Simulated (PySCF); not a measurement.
The same gas-phase reaction for Ti, Zr, Hf:
- TiCl2(OH)2 + H2O + Cl2 → TiCl4.H2O + 2 OH
- ZrCl2(OH)2 + H2O + Cl2 → ZrCl4.H2O + 2 OH
- HfCl2(OH)2 + H2O + Cl2 → HfCl4.H2O + 2 OH

Energies from PySCF, thermal terms from the rigid-rotor harmonic-oscillator model, ideal gas at 1 bar. † marks an energy on the PBE0/def2-TZVP geometry and frequencies; other levels use their own. CCSD(T) freezes the core. Open shells (unrestricted): OH (multiplicity 2); the rest are closed-shell singlets. Spin-orbit splitting is ignored; it lowers the true energy and changes the entropy of OH. B3LYP is the form with VWN-RPA correlation. Hf, Zr: scalar-relativistic def2 core potential, no spin-orbit coupling. Adducts (TiCl4.H2O, ZrCl4.H2O, HfCl4.H2O) have no counterpoise correction, and HF, PBE, BLYP, B3LYP and PBE0 lack dispersion. TiCl2(OH)2, TiCl4.H2O, ZrCl2(OH)2, ZrCl4.H2O, HfCl2(OH)2, HfCl4.H2O: computed as isolated molecules; such fragments, hydroxides, amides, oligomers or adducts are transient or little studied in the gas. CCSD(T) isn't extrapolated to the basis-set limit. Warning, large T1 diagnostic: TiCl2(OH)2, TiCl4.H2O (CCSD(T)/def2-SVP†).

ΔH°(298 K) in kJ, by level:

```json
[
 {"level": "ωB97M-V/def2-TZVP†", "Ti": "314.6", "Zr": "272.2", "Hf": "(withheld)"},
 {"level": "M06-2X/def2-TZVP†", "Ti": "313.4", "Zr": "266.6", "Hf": "(withheld)"},
 {"level": "PBE0/def2-TZVP", "Ti": "305.4", "Zr": "264.4", "Hf": "(withheld)"},
 {"level": "ωB97X-V/def2-TZVP†", "Ti": "315.2", "Zr": "269.1", "Hf": "263.9"},
 {"level": "CCSD(T)/def2-SVP†", "Ti": "252.9", "Zr": "211.2", "Hf": "(withheld)"},
 {"level": "B3LYP/def2-TZVP†", "Ti": "315.3", "Zr": "276.6", "Hf": "(withheld)"}
]
```

Fill in the missing entries.


- ωB97M-V/def2-TZVP†, Hf: 267.6
- M06-2X/def2-TZVP†, Hf: 265.1
- PBE0/def2-TZVP, Hf: 261.3
- CCSD(T)/def2-SVP†, Hf: 204.5
- B3LYP/def2-TZVP†, Hf: 275.8
